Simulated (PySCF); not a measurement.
Hf(Me)2(H)2 (C2H8Hf), SMILES [CH3][HfH2][CH3], multiplicity 1. Geometry optimised at PBE-D3(BJ)/def2-SVP. The spin state was assumed, not searched. The structure was generated by enumeration; whether it is a known compound was not checked. The def2 effective core potentials stand for the cores of Hf; spin–orbit coupling is left out.

These are PBE-D3(BJ)/def2-SVP run with PySCF values and carry that method's errors.

Harmonic wavenumbers (cm⁻¹): 92, 96, 125, 221, 278, 301, 435, 457, 472, 534, 562, 583, 642, 1106, 1107, 1334, 1339, 1339, 1339, 1628, 1661, 2916, 2917, 3009, 3010, 3040, 3044. Rotational constants (GHz): 8.859, 4.433, 3.266; symmetry number 2.

Question: Work out the zero-point energy and the ideal-gas rigid-rotor harmonic-oscillator thermochemistry at 298.15 K and 1 atm.

Answer: ZPE = ½ Σ hcν = ½ × 33587 cm⁻¹ = 200.90 kJ/mol. H − E(el) = 224.30 kJ/mol. Entropy in J/(mol K): translation 175.47, rotation 100.22, vibration 82.04, total 357.72. G − E(el) = 117.65 kJ/mol. Cp = 119.22 J/(mol K). Modes under 150 cm⁻¹ make the vibrational entropy uncertain.
